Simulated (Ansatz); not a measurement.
`CCN[SiH3]` and `CC(S)N[SiH3]` differ in one atom or group.

Ansatz, PBE0-D4/def2-TZVP geometries, multiplicity 1. Each molecule was computed in one conformer, which needn't be the lowest.

```csv
property,`CCN[SiH3]`
HOMO energy (PBE/def2-TZVPP) / eV,-5.43
HOMO energy (PBE0/def2-TZVPP) / eV,-6.77
size of the dipole moment (ωB97M-V/def2-TZVPP) / D,1.29
LUMO energy (B3LYP/def2-TZVPP) / eV,0.27
size of the dipole moment (PBE/def2-TZVPP) / D,1.30
HOMO energy (ωB97M-V/def2-TZVPP) / eV,-9.11
```

(1) Give the same properties after the change, and the shifts. (Best estimate.)

Answers

(1) The calculation gave: 
| property | `CC(S)N[SiH3]` | shift |
| --- | --- | --- |
| HOMO energy (PBE/def2-TZVPP) / eV | -5.43 | 0.00 |
| HOMO energy (PBE0/def2-TZVPP) / eV | -6.68 | 0.09 |
| size of the dipole moment (ωB97M-V/def2-TZVPP) / D | 1.10 | -0.19 |
| LUMO energy (B3LYP/def2-TZVPP) / eV | -0.16 | -0.43 |
| size of the dipole moment (PBE/def2-TZVPP) / D | 1.21 | -0.09 |
| HOMO energy (ωB97M-V/def2-TZVPP) / eV | -8.93 | 0.18 |

With PBE0 the HOMO rises by 0.09 eV and the LUMO falls by 0.44 eV, so the gap narrows by about 0.53 eV. PBE moves the HOMO by 0.00 eV and ωB97M-V by 0.18 eV. Dipoles are sizes alone; their direction can turn.

B3LYP here is the variant with VWN-RPA as its local correlation; programs differ in this.
